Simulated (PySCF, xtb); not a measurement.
C₄H₁₀OSi, SMILES C=C[C@H]([SiH3])CO. Other conformers were not sampled.

Harmonic wavenumbers (cm⁻¹) from GFN2-xTB (xtb 6.7.1) at its own minimum, in rising order: 67, 93, 142, 182, 235, 286, 364, 427, 507, 545, 566, 660, 758, 771, 783, 809, 878, 882, 975, 998, 1019, 1087, 1112, 1163, 1200, 1258, 1301, 1321, 1345, 1419, 1489, 1704, 2249, 2269, 2310, 2876, 2958, 2985, 3025, 3099, 3124, 3549.

Task: What does PBE-D3(BJ)/def2-SVP (PySCF) give at its own minimum? (Estimate from the structure and the level; the computed values follow.)

Result: 76, 97, 157, 196, 232, 269, 342, 371, 508, 555, 592, 693, 763, 837, 881, 885, 906, 923, 950, 953, 991, 1062, 1088, 1129, 1184, 1230, 1272, 1324, 1354, 1382, 1429, 1660, 2158, 2167, 2178, 2912, 2982, 3024, 3034, 3070, 3170, 3699. Paired by order, the mean absolute difference is 38 cm⁻¹ and the zero-point energies are 78.3 and 78.2 kcal/mol.
